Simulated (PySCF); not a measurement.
C₃H₈FNSi, SMILES C=C[Si@H](F)NC. Atoms are numbered in the order given.

```xyz
14

C      2.6255    -0.1654     0.5625
C      1.5088    -0.8718     0.3467
Si     0.0131    -0.1052    -0.4471
F      0.4342     1.4574    -0.7240
N     -1.3375    -0.2835     0.5868
C     -2.7271    -0.1118     0.2008
H      2.6930     0.8889     0.2701
H      3.5130    -0.6029     1.0361
H      1.4843    -1.9262     0.6533
H     -0.3574    -0.6494    -1.7787
H     -1.1771    -0.2556     1.5885
H     -3.3742    -0.8716     0.6717
H     -3.1302     0.8855     0.4562
H     -2.8239    -0.2348    -0.8897
```
Charge 0, spin multiplicity 1.

Geometry optimised at ωB97X-D3(BJ)/def2-SVP. The structure was generated by enumeration; whether it is a known compound was not checked. Other conformers were not sampled.

All values below come from PBE/def2-TZVP in PySCF.

ESP charges are fitted to the potential on shells at 1.4 to 2.0 van der Waals radii. Atomic charges (e):

```json
[
 {"atom": "C1", "ESP fit": "-0.24", "Mulliken": "-0.23", "meta-Löwdin": "-0.21"},
 {"atom": "C2", "ESP fit": "-0.31", "Mulliken": "-0.25", "meta-Löwdin": "-0.38"},
 {"atom": "Si3", "ESP fit": "0.48", "Mulliken": "0.53", "meta-Löwdin": "1.05"},
 {"atom": "F4", "ESP fit": "-0.25", "Mulliken": "-0.31", "meta-Löwdin": "-0.51"},
 {"atom": "N5", "ESP fit": "-0.49", "Mulliken": "-0.36", "meta-Löwdin": "-0.55"},
 {"atom": "C6", "ESP fit": "-0.22", "Mulliken": "-0.27", "meta-Löwdin": "-0.24"},
 {"atom": "H7", "ESP fit": "0.15", "Mulliken": "0.14", "meta-Löwdin": "0.13"},
 {"atom": "H8", "ESP fit": "0.14", "Mulliken": "0.12", "meta-Löwdin": "0.12"},
 {"atom": "H9", "ESP fit": "0.16", "Mulliken": "0.11", "meta-Löwdin": "0.13"},
 {"atom": "H10", "ESP fit": "-0.06", "Mulliken": "-0.06", "meta-Löwdin": "-0.12"},
 {"atom": "H11", "ESP fit": "0.32", "Mulliken": "0.21", "meta-Löwdin": "0.23"},
 {"atom": "H12", "ESP fit": "0.09", "Mulliken": "0.12", "meta-Löwdin": "0.11"},
 {"atom": "H13", "ESP fit": "0.11", "Mulliken": "0.12", "meta-Löwdin": "0.11"},
 {"atom": "H14", "ESP fit": "0.12", "Mulliken": "0.12", "meta-Löwdin": "0.12"}
]
```

Computed Mayer and Wiberg (Löwdin basis) orders of the bonds:
```json
[
 {"bond": "C1–C2", "Mayer": "1.93", "Wiberg": "2.21"},
 {"bond": "C2–Si3", "Mayer": "0.98", "Wiberg": "1.09"},
 {"bond": "Si3–F4", "Mayer": "1.11", "Wiberg": "1.65"},
 {"bond": "Si3–N5", "Mayer": "1.24", "Wiberg": "1.47"},
 {"bond": "N5–C6", "Mayer": "0.99", "Wiberg": "1.42"},
 {"bond": "C1–H7", "Mayer": "0.94", "Wiberg": "0.88"},
 {"bond": "C1–H8", "Mayer": "0.94", "Wiberg": "0.89"},
 {"bond": "C2–H9", "Mayer": "0.92", "Wiberg": "0.84"},
 {"bond": "Si3–H10", "Mayer": "0.92", "Wiberg": "0.89"},
 {"bond": "N5–H11", "Mayer": "0.91", "Wiberg": "0.88"},
 {"bond": "C6–H12", "Mayer": "0.96", "Wiberg": "0.93"},
 {"bond": "C6–H13", "Mayer": "0.96", "Wiberg": "0.93"},
 {"bond": "C6–H14", "Mayer": "0.97", "Wiberg": "0.91"}
]
```
